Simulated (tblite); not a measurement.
Compound: C3H8O3Si.
Atom-mapped SMILES: `[CH3:1][O:2][SiH:3]([CH:4]=[O:5])[O:6][CH3:7]` (hydrogens: H8, H9, H10 on C1; H11 on Si3; H12 on C4; H13, H14, H15 on C7)

Cartesian coordinates in Å at the GFN2-xTB level; atoms count from 1:
```xyz
15
C3H8O3Si angstrom
C      1.6634   -1.5909    1.2551
O      1.2243   -0.2790    1.0374
Si     0.4436    0.3370   -0.2275
C      0.1648    2.1553    0.3020
O     -0.5926    2.8811   -0.2962
O     -0.9766   -0.4281   -0.3872
C     -2.0767   -0.0859   -1.1900
H      2.1083   -1.6341    2.2493
H      2.4110   -1.8686    0.5099
H      0.8301   -2.2919    1.1964
H      1.2048    0.2759   -1.4776
H      0.6918    2.5498    1.1953
H     -2.9386   -0.6476   -0.8288
H     -2.2825    0.9834   -1.1288
H     -1.8794   -0.3486   -2.2312
```

Calculated harmonic vibrations of the isolated species, GFN2-xTB (tblite), most abundant isotopes, no scaling. The method is semi-empirical: single wavenumbers can be off by several per cent or more. Modes of hydrogen on silicon can be 10 to 20 % off. One conformer, not necessarily the lowest.

Harmonic wavenumbers (cm⁻¹): 71.2, 74.1, 85.9, 90.4, 111.5, 115.7, 154.3, 234.7, 261.8, 299.0, 373.4, 647.5, 690.6, 715.9, 754.7, 787.8, 829.6, 1126.3, 1132.1, 1134.4, 1137.0, 1155.5, 1164.9, 1356.4, 1408.0, 1414.4, 1472.3, 1474.7, 1480.3, 1482.3, 1747.0, 2234.4, 2719.7, 2964.4, 2966.1, 2981.7, 2986.3, 2994.0, 2995.0.

A = 2898, B = 1626, C = 1109 MHz; mass 120.024 u (most abundant isotopes); point group C1, symmetry number 1.

Question: What is the zero-point energy?

Answer: ½Σν̃ = 23913 cm⁻¹ = 286.06 kJ/mol.

Question: What is S at 298.15 K and 1 bar for an ideal gas of classical rigid rotors and harmonic oscillators?

Answer: Translation 168.57, rotation 119.29, vibration 136.54: S = 424.4 J/(mol K).

Question: And Cp and H(298.15 K) − H(0)?

Answer: Cp = 146.66 J/(mol K), of which vibrations give 113.40 (their classical limit is 39 R = 324.3); H(298.15 K) − H(0) = 30.02 kJ/mol without the zero-point energy, 20.11 from vibrations.

Question: How do the functions run with temperature in this model?

Answer: 
```csv
T (K),S (J/(mol K)),Cp (J/(mol K)),H − H(0) (kJ/mol),G − H(0) (kJ/mol),ln q(vib)
100,298.4,91.8,6.22,-23.62,2.15
200,371.5,120.5,16.93,-57.37,5.47
300,425.3,147.2,30.30,-97.30,8.36
500,512.8,198.0,64.99,-191.41,13.35
800,618.4,251.3,133.03,-361.71,19.81
1000,677.2,275.1,185.80,-491.40,23.64
```

q(vib) and H(0) count from the zero-point level.

Question: Which modes carry the vibrational entropy at 298.15 K?

Answer: 71.2 cm⁻¹: 17.24; 74.1 cm⁻¹: 16.91; 85.9 cm⁻¹: 15.70; 90.4 cm⁻¹: 15.28; 111.5 cm⁻¹: 13.57; 115.7 cm⁻¹: 13.27 J/(mol K); the other 33 give 44.59 together.

Hindered rotation and anharmonicity are outside this model. Other conformers, if any are populated, would add a mixing term that is left out. The structure is chiral; the term R ln 2 for an equal mix with its mirror image is left out.

Hardware: one thread of an Arm Neoverse V1, on a shared host. Cost: 0.46 s. This covers the Hessian and the dipole derivatives.
